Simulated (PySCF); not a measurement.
## A small calculation by hand: entropy of an ideal gas

H6PSi, SMILES [SiH3][PH3+], charge +1.

Geometry: PBE0-D3(BJ)/def2-TZVP. The isomer is the one that the SMILES or the coordinates give; other isomers of the formula were not compared.

PBE0-D3(BJ)/def2-TZVP in PySCF 2.14.0 gives the harmonic wavenumbers 141, 382, 382, 399, 658, 658, 831, 915, 915, 980, 1089, 1089, 2270, 2309, 2309, 2500, 2531, 2531 cm⁻¹ and the rotational temperatures 2.1462, 0.2440, 0.2440 K. The molar mass is 65.11 g/mol, the symmetry number 3, the spin multiplicity 1.

Problem. Work out the entropy at 298.15 K and 1 atm in the rigid-rotor, harmonic-oscillator model.

Solution. 
Translation (Sackur–Tetrode at 1 atm): S = R[1.5 ln M + 2.5 ln T − 1.16487] = 160.8 J/(mol K).
Rotation: q = (√π/σ) T^1.5/√(θA θB θC) = 8510, S = R[ln q + 3/2] = 87.7 J/(mol K).
Vibration: with u = 1.4388 ν/T, each mode gives R[u/(e^u − 1) − ln(1 − e^−u)]:
```csv
ν (cm⁻¹),modes,u,S (J/(mol K))
141,1,0.68,11.67
382,2,1.84,8.63
399,1,1.93,4.04
658,2,3.18,3.01
831,1,4.01,0.77
915,2,4.42,1.10
980,1,4.73,0.42
1089,2,5.26,0.55
```
The stiffer modes add less than 0.005 each. Sum 30.2 J/(mol K).
Spin: R ln 1 = 0.0 J/(mol K).
Total 278.7 J/(mol K); the program's own thermochemistry gives 278.7. Translation makes up 58 % and vibration 11 %. Anharmonicity, hindered rotation and orbital degeneracy are left out.
